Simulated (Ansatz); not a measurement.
Consider the cleavage of the Al–Ge bond: `[Cl][AlH][GeH3]` + `[SiH3]N[SiH3]` → `[SiH3][N]([SiH3])[AlH][Cl]` + GeH₄.

Calculated with Ansatz (gas phase, PBE0-D4/def2-TZVP geometries, no zero-point term in ΔE). CCSD(T)/CBS adds triple-zeta CCSD(T) − MP2 to the extrapolated MP2 energy (def2 sets, frozen cores). This one scheme is used for every species. DFT in def2-TZVPP. B3LYP here is the variant with VWN-RPA as its local correlation; programs differ in this. For Ge outer-core shells are correlated without core-valence functions, which leaves a few kJ/mol of doubt a bond. Scalar relativity is left out up to krypton. One conformer a species, not always the lowest.

```tsv
level	ΔE (eV)
BLYP-D4	-0.81
B2PLYP	-0.81
B3LYP	-0.70
HF/def2-SVP	-0.86
```

Q: What does CCSD(T)/CBS give? (An estimate is asked.)

A: Ansatz gave: -0.84 eV. The listed levels differ from it by 0.03, 0.03, 0.14, -0.02 eV.

Largest T1 diagnostic among the species: 0.012.

In def2-TZVPP, CCSD(T) changes the Hartree–Fock value by −0.07 eV (the triples alone add −0.02 eV) and MP2 by −0.14 eV. The D4 term adds −0.12 eV with B3LYP and −0.07 eV with PBE0; it sums over pairs of atoms, weighted by their polarisabilities, and B3LYP, whose exchange is more repulsive, gets the larger term.
